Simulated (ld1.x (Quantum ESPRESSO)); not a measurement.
## What one change does to a pseudopotential (V, PAW)

vanadium, PAW, made with ld1.x (Quantum ESPRESSO) 7.5 (PBEsol, non-relativistic). Core [Ne], reference 3s2 3p6 3d3 4s0.5 4p0 (charge +1.5). Waves: 3s (bound): rcut 1.35, rcutus 1.85 bohr; 4s (bound): rcut 1.35, rcutus 1.85 bohr; 3p (bound): rcut 1.35, rcutus 1.50 bohr; 4p (bound, empty): rcut 1.35, rcutus 1.50 bohr; 3d (bound): rcut 1.25, rcutus 1.65 bohr; 3d channel at 4 Ry: rcut 1.25, rcutus 1.65 bohr. Local part: all-electron potential smoothed inside 1.50 bohr (lloc = -2). Core correction: Bessel-smoothed model core inside 1.50 bohr. Augmentation charge: BESSEL, radius 0.95 bohr.

All-electron outer shells of the reference configuration (PBEsol, non-relativistic, ld1.x):

```
shell  level (eV)  outermost node (bohr)  outermost maximum (bohr)
   2p     -513.39                      –                      0.21
   3s      -80.82                   0.38                      0.83
   3p      -55.68                   0.35                      0.85
   3d      -16.98                      –                      0.88
   4s      -14.06                   1.17                      2.56
   4p       -9.71                   1.28                      3.05
```

Change: waves 3s (bound): rcut 1.18, rcutus 1.26 bohr; 4s (bound): rcut 1.18, rcutus 1.26 bohr.

Cutoffs: the cutoffs (Ry, on a coarse ladder) from which the occupation-weighted sum of valence levels, in a spherical-Bessel basis at the reference potential, stays within 10 and 1 mRy of its value at 400 Ry; they do not see the model core or the augmentation charge, which bear on the density cutoff. Errors are all-electron minus pseudo energies relative to the spin-unpolarised reference configuration.

Q: Predict the effect on cutoff, ghosts and configuration errors.

A: The potential gets neither clearly harder nor softer (40 Ry and 70 Ry → 40 Ry and 70 Ry); of the 7 tests that both files solve, the error grows in 1 and shrinks in 3 by more than 15 % and 0.3 meV (median size 0.7 → 0.2 meV); neither file shows a bound ghost.

| quantity | base | changed |
| --- | --- | --- |
| cutoff, loose | 40 Ry | 40 Ry |
| cutoff, tight | 70 Ry | 70 Ry |
| bound ghosts | none | none |
| error for 3s2 3p6 3d3 4s2 4p0, meV [ΔE -13.88 eV] | +0.4 | -0.1 |
| error for 3s2 3p6 3d3 4s1 4p0, meV [ΔE -6.21 eV] | +0.1 | 0.0 |
| error for 3s2 3p6 3d3 4s0 4p0, meV [ΔE 7.86 eV] | +0.1 | -0.1 |
| error for 3s2 3p6 3d3.5 4s1.5 4p0, meV [ΔE -13.94 eV] | -1.0 | -1.2 |
| error for 3s2 3p6 3d2 4s2 4p1, meV [ΔE -7.87 eV] | +12 | -0.2 |
| error for 3s2 3p6 3d2 4s0 4p0, meV [ΔE 36.89 eV] | -0.7 | -2.4 |
| error for 3s2 3p6 3d2 4s2 4p0, meV [ΔE -2.66 eV] | +15 | -0.4 |
| lowest overlap eigenvalue by channel | s 0.06, p 0.19, d 0.87 | s 0.28, p 0.19, d 0.87 |
